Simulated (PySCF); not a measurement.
## Krypton: a sound run and one with changed settings

Sound run: Kr [Kr], Kr⁺ [Ar] 3d10 4s2 4p5. Calculation: PySCF 2.14, in jorge-DZP-DKH (8s6p2d1f, 43 functions); the spin-free X2C one-electron Hamiltonian (Gaussian nucleus). In the sound run the correlated levels freeze [Ar] 3d10. The sound run starts from symmetry-adapted Hartree-Fock orbitals and uses a fine grid where one is needed.

A second run was set up differently.

| species | method | sound run (hartree) | changed run (hartree) | converged |
| --- | --- | --- | --- | --- |
| Kr | MP2 | -2788.06407 | -2788.65411 | yes |
| Kr⁺ | MP2 | -2787.57020 | -2788.15951 | yes |

Ionisation energy of Kr:

```json
{"method": "UHF", "sound run (eV)": "13.213", "changed run (eV)": "13.213"}
{"method": "MP2", "sound run (eV)": "13.439", "changed run (eV)": "13.459"}
{"method": "SCS-MP2", "sound run (eV)": "13.418", "changed run (eV)": "13.427"}
```

What was changed?
A. minimal basis
B. level shift left on
C. too few SCF iterations
D. all electrons correlated in a valence basis

D. A valence basis has no tight correlating functions, so it recovers only part of the core correlation, and not evenly between atom and ion.
